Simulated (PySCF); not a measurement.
Compound: C₄H₈OP₂.
Atom-mapped SMILES: `[CH2:1]=[CH:2][C@@H:3]1[CH2:4][P@@:5]1(=[O:6])[PH2:7]` (hydrogens: H8, H9 on C1; H10 on C2; H11 on C3; H12, H13 on C4; H14, H15 on P7)

Structure used (GFN2-xTB), in Å, numbered top down from 1:
```xyz
15
C4H8OP2 angstrom
C     -2.7503   -0.2787   -0.0459
C     -1.6182    0.1467   -0.5853
C     -0.3513    0.2520    0.1363
C      0.6242    1.4041   -0.2566
P      1.1573   -0.2430   -0.7859
O      1.1280   -0.6372   -2.2059
P      2.7269   -1.0647    0.4791
H     -3.6565   -0.3603   -0.6197
H     -2.8111   -0.5616    0.9925
H     -1.5718    0.4202   -1.6316
H     -0.4004    0.0376    1.1973
H      0.2662    2.0636   -1.0367
H      1.0928    1.9191    0.5686
H      2.4924   -2.3288   -0.0647
H      3.6676   -0.7611   -0.5068
```

Level of theory: PySCF, TDDFT PBE0/def2-SVPD, vertical, gas phase, core orbitals frozen in the response.

Transition dipole moments from the ground state, in atomic units and in the frame of the coordinates above (overall signs are arbitrary), for the states with f of 0.002 or more among the lowest 8:

```json
{"state": "S1", "E (eV)": "5.116", "μx": "-0.786", "μy": "0.000", "μz": "0.039"}
{"state": "S2", "E (eV)": "5.684", "μx": "0.593", "μy": "-0.088", "μz": "-0.284"}
{"state": "S3", "E (eV)": "5.808", "μx": "-1.338", "μy": "0.325", "μz": "-0.209"}
{"state": "S5", "E (eV)": "6.117", "μx": "0.472", "μy": "0.159", "μz": "0.034"}
{"state": "S6", "E (eV)": "6.268", "μx": "-0.691", "μy": "0.383", "μz": "-0.077"}
{"state": "S7", "E (eV)": "6.421", "μx": "0.085", "μy": "0.401", "μz": "-0.294"}
{"state": "S8", "E (eV)": "6.599", "μx": "0.041", "μy": "0.140", "μz": "-0.243"}
```

Work out the oscillator strengths.

f = (2/3) ΔE |μ|² with ΔE in hartree (27.2114 eV).

```csv
state,|μ|² (au),|μ| (D),f
S1,0.619,2.00,0.078
S2,0.440,1.69,0.061
S3,1.939,3.54,0.276
S5,0.249,1.27,0.037
S6,0.630,2.02,0.097
S7,0.254,1.28,0.040
S8,0.080,0.72,0.013
```

What angle do the transition dipoles of S6 and S7 make?

|cos θ| = |μa·μb| / (|μa| |μb|) = 0.29, so θ ≈ 73° (taken between 0 and 90°, since the signs are arbitrary).

What peak molar absorption coefficient would the strongest computed level give as a lone Gaussian band 0.4 eV wide at half height?

ε(max) = 2.175×10⁸ f / FWHM, with the width in cm⁻¹. S3: 2.175×10⁸ × 0.2759 / 3226 ≈ 19000 L mol⁻¹ cm⁻¹.

On one thread of an Intel Xeon Platinum 8259CL at 2.50 GHz, shared host with 96 logical CPUs at a one-minute load of 31, this took 44 s and 0.86 GiB of memory at its peak.

One conformer stands for the species.
